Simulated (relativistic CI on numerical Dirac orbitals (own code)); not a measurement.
Method of calculation: Dirac-Coulomb-Breit CI, separate exchange-only KLI orbitals for each configuration, a model potential for QED, unscaled Slater integrals (own radial code, finite nucleus).

The strongest absorption lines from the ground level of an ion, among the configurations computed and to levels below about 487 eV (vacuum wavelength in Å, gf): 47.829 (0.14), 50.420 (0.74), 50.469 (1.6), 50.773 (0.85), 56.332 (0.057), 65.842 (0.18), 65.878 (0.45), 66.536 (0.24).

Task: Which ion is it?
A. Cs XXXIX
B. Pd XXX
C. Te XXXVI
D. In XXXIII

Result: C. Te XXXVI has 17 electrons and the ground level 3s2 3p5 2P°_3/2; the strongest line goes to 3s2 3p4 3d 2D_5/2. The pattern of lines fixes the number of electrons, and along that sequence the line energies rise steadily with the charge (about as its square where n changes within one kind of shell, about linearly where n is kept but much faster in heavy ions where fine structure, which grows about as Z⁴, sets the gap, and irregularly where shells cross), which fixes Z. Configurations outside the model, such as inner-shell arrays, can give stronger lines. At this charge energies of transitions that change n are usually good to better than 1 %, and those within a shell (Δn = 0) to a few per cent.

LS names give the leading component of a level, which can be under half, so a name can repeat, a term be missing and a line seem to break the LS rules.
